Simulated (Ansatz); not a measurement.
`[AlH2]/[N]=C\[SiH3]` and `N=C[SiH3]` differ in one atom or group.

Ansatz, PBE0-D4/def2-TZVP geometries, multiplicity 1. Each molecule was computed in one conformer, which needn't be the lowest.

```csv
property,`[AlH2]/[N]=C\[SiH3]`
size of the dipole moment (ωB97M-V/def2-TZVPP) / D,1.21
HOMO energy (PBE0/def2-TZVPP) / eV,-6.45
"ideal-gas entropy at 298 K and 1 bar (rigid rotor, harmonic PBE0-D4/def2-TZVP) / J/(mol·K)",347
LUMO energy (B3LYP/def2-TZVPP) / eV,-1.59
LUMO energy (PBE0/def2-TZVPP) / eV,-1.39
LUMO energy (ωB97M-V/def2-TZVPP) / eV,0.81
```

Problem. Give the same properties after the change, and the shifts. (Best estimate.)

Solution. Computed: 
| property | `N=C[SiH3]` | shift |
| --- | --- | --- |
| size of the dipole moment (ωB97M-V/def2-TZVPP) / D | 1.78 | 0.57 |
| HOMO energy (PBE0/def2-TZVPP) / eV | -7.46 | -1.01 |
| ideal-gas entropy at 298 K and 1 bar (rigid rotor, harmonic PBE0-D4/def2-TZVP) / J/(mol·K) | 287 | -60 |
| LUMO energy (B3LYP/def2-TZVPP) / eV | -1.20 | 0.39 |
| LUMO energy (PBE0/def2-TZVPP) / eV | -0.96 | 0.43 |
| LUMO energy (ωB97M-V/def2-TZVPP) / eV | 1.29 | 0.48 |

With PBE0 the HOMO falls by 1.01 eV and the LUMO rises by 0.43 eV, so the gap widens by about 1.44 eV. PBE moves the HOMO by -0.69 eV and ωB97M-V by -1.14 eV. The zero-point energy changes by -7.9 kJ/mol with -6 modes. Dipoles are sizes alone; their direction can turn.

B3LYP here is the variant with VWN-RPA as its local correlation; programs differ in this.
